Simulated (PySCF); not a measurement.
Re(OH)3 (H3O3Re), SMILES [OH][Re]([OH])[OH] (connectivity only; charge and spin as stated), neutral, multiplicity 3. Atoms are numbered in the order given.

```xyz
7

Re     0.0094     0.0020     0.0000
O      0.0830     0.9233    -1.6249
H     -0.7719     1.1603    -2.0255
O      0.0830     0.9233     1.6249
H     -0.7719     1.1603     2.0255
O     -0.1472    -1.8611     0.0000
H      0.6907    -2.3567     0.0000
```
Charge 0, spin multiplicity 3.

Geometry optimised at B3LYP-D3(BJ)/def2-SVP. The spin state was assumed, not searched. The def2 effective core potentials stand for the cores of Re; spin–orbit coupling is left out. Other conformers were not sampled.

All values below come from B3LYP/def2-TZVPD (PySCF).

Mulliken values depend strongly on the basis, most of all with diffuse functions as here. ESP charges are fitted to the potential on shells at 1.4 to 2.0 van der Waals radii. Atomic charges (e):

```csv
atom,ESP fit,Mulliken,Mulliken spin
Re1,…,0.79,1.98
O2,…,-0.56,-0.02
H3,…,0.30,0.03
O4,…,-0.56,-0.02
H5,…,0.30,0.03
O6,…,-0.56,-0.02
H7,…,0.30,0.03
```

Complete the blanks. (An estimate is asked for; the answer gives what the named calculation found.)


- Re1, ESP fit: 0.18
- O2, ESP fit: -0.40
- H3, ESP fit: 0.34
- O4, ESP fit: -0.40
- H5, ESP fit: 0.34
- O6, ESP fit: -0.46
- H7, ESP fit: 0.39
